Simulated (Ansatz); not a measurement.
Cartesian coordinates (Å):
SMILES: C(S)SSS
```xyz
9

S     -2.3553     0.4136    -0.1401
C     -1.0172    -0.7501     0.1522
S      0.4143    -0.1417     1.0804
S      1.1404     1.3115    -0.1332
S      2.1823     0.3948    -1.6509
H     -1.6312     1.2525    -0.9003
H     -0.6639    -1.1859    -0.7827
H     -1.4303    -1.5527     0.7675
H      3.3610     0.2579    -1.0147
```
Charge 0, spin multiplicity 1.

These are frozen-core CCSD(T)/cc-pVTZ // PBE0-D3(BJ)/def2-TZVP run with Ansatz (an electronic-structure program) values and carry that method's errors.

The HF energy comes out as -1630.40063 Ha and the MP2 correlation energy comes out as -0.87801 Ha.

Question: Estimate the CCSD correlation energy, the (T) correction, the total energy and the T1 diagnostic.

Answer: 
- CCSD correlation energy: -0.94210 Ha
- (T) correction: -0.04741 Ha
- CCSD(T) total energy: -1631.39014 Ha
- T1 diagnostic: 0.014
